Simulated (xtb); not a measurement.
O₂Se, SMILES O=[Se]=O. All values are semi-empirical tight-binding results from xtb (GFN2-xTB unless named), good for trends rather than for accurate numbers. Coordinates come from a GFN2-xTB optimisation.

Optimised geometry:

Bonded distances (Å): O1–Se2 1.568, Se2–O3 1.568. Bond angles (°): O1–Se2–O3 109.4.

```yaml
point_group_as_xtb_finds_it: C2v
orbital_gap: 2.50 eV
zero_point_energy: 3.1 kcal/mol
G − E(el) at 298.15 K (modified RRHO): -12.9 kcal/mol
static polarisability (D4 model): 37.6 bohr³
solvation energy, GFN2-xTB/ALPB(water): -3.2 kcal/mol
solvation energy, GFN2-xTB/ALPB(octanol): -1.3 kcal/mol
```

### Question
Give the atomic charges and the Wiberg bond orders between heavy atoms. (An estimate is asked for; the answer gives what the named calculation found.)

### Answer
charges (e) O1 -0.33, Se2 0.66, O3 -0.33. Bond orders O1–Se2 1.95, Se2–O3 1.95.
